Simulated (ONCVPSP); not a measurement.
What one change does to a pseudopotential (krypton (Kr), ONCV)

ONCVPSP 4.0.1 input, shortened (lines: element, Z, core and valence counts, functional; n l f; lmax; l rc ep ncon nbas qcut; lloc lpopt rc5 dvloc0; l nproj debl; icmod fcfact rcfact), PBE, scalar-relativistic:

```
  Kr 36.00    6    2        4      upf
    1    0    2.00
    2    0    2.00
    2    1    6.00
    3    0    2.00
    3    1    6.00
    3    2   10.00
    4    0    2.00
    4    1    6.00
    2
    0    1.45    0.00    4    8    5.50
    1    1.20    0.00    4    8    8.00
    2    1.20    0.10    4    7    7.80
    4    1    1.20    0.00
    0    1    2.90
    1    2    2.10
    2    3    1.30
    0    0.00    0.00
```

Change: p: qcut 7.3.

Cutoffs: the cutoffs (Ha) at which the residual kinetic energy of the hardest occupied pseudo-wave falls to 1 and 0.1 mHa per electron; they do not see the model core or the augmentation charge, which bear on the density cutoff. Errors are all-electron minus pseudo energies relative to the spin-unpolarised reference configuration.

How do hardness, ghosts and transferability respond?

The potential gets harder (30 Ha and 129 Ha → 38 Ha and 135 Ha); both files keep a bound ghost (d, p); of the 4 tests that both files solve, the error grows in 1 and shrinks in 0 by more than 15 % and 0.3 meV (median size 9.8 → 10.1 meV).

| quantity | base | changed |
| --- | --- | --- |
| cutoff, loose | 30 Ha | 38 Ha |
| cutoff, tight | 129 Ha | 135 Ha |
| loose cutoff by channel | s 14 Ha, p 30 Ha | s 14 Ha, p 38 Ha |
| bound ghosts | p, d | p, d |
| GHOST(+) flags under 300 eV | none | none |
| error for 4s2 4p5, meV [ΔE 14.29 eV] | -4.1 | -4.2 |
| error for 4s2 4p4, meV [ΔE 39.46 eV] | -16 | -16 |
| error for 4s2 4p3, meV [ΔE 76.54 eV] | -36 | -38 |
| error for 4s1 4p6, meV [ΔE 28.80 eV] | -0.6 | -1.2 |
| s: phases at 1.47 bohr within 0.05 rad from the reference energy up to (Ha; the scan ends near 5) | 1.3 | 1.3 |
| p: phases at 1.22 bohr within 0.05 rad from the reference energy up to (Ha; the scan ends near 5) | to the end of the scan | to the end of the scan |
| d: phases at 1.22 bohr within 0.05 rad from the reference energy up to (Ha; the scan ends near 5) | to the end of the scan | to the end of the scan |

Changed file: The cutoffs count occupied waves only; projector 2 of the p channel, the hardest unoccupied one, needs 111 Ha at the loose tolerance. A true bound ghost makes a file unfit for plane-wave use even where its test errors are small: the radial tests pick states by their node count and pass the ghost by.
